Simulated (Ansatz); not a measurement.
The cluster Au3O⁺. Charge 1, multiplicity 3. Geometry r2SCAN-D4/def2-SVP; atoms count from 1.

```xyz
4

Au   -1.364   -0.085   -0.736
Au   -0.706    0.111    1.863
Au    1.512    0.058    0.346
O     0.558   -0.084   -1.473
```

In the def2 sets Au takes a core potential; there is no spin–orbit coupling. At PBE0-D4/def2-TZVP a singlet of charge 1 lies 0.51 eV below the triplet, each at its own geometry. The structure comes from a short search, and lower isomers may exist.

(1) Estimate the Mulliken populations from the PBE0/def2-TZVP orbitals of Ansatz.

(2) Where does the spin sit?

(3) And the Mayer bond orders between heavy atoms (over 0.3)?

## Answers

(1) 
```csv
atom,charge (e),spin (α − β),d electrons
Au1,0.57,0.23,9.67
Au2,0.19,0.26,9.87
Au3,0.57,0.23,9.67
O4,-0.32,1.27,–
```
Mulliken values depend strongly on the basis.

(2) Summed by element: Au 0.73, O 1.27, of 2 unpaired in all. Largest on single atoms: O4 1.27, Au2 0.26, Au1 0.23.

(3) Au1–Au2 0.58 (2.69 Å); Au1–O4 0.64 (2.06 Å); Au2–Au3 0.58 (2.69 Å); Au3–O4 0.64 (2.06 Å).
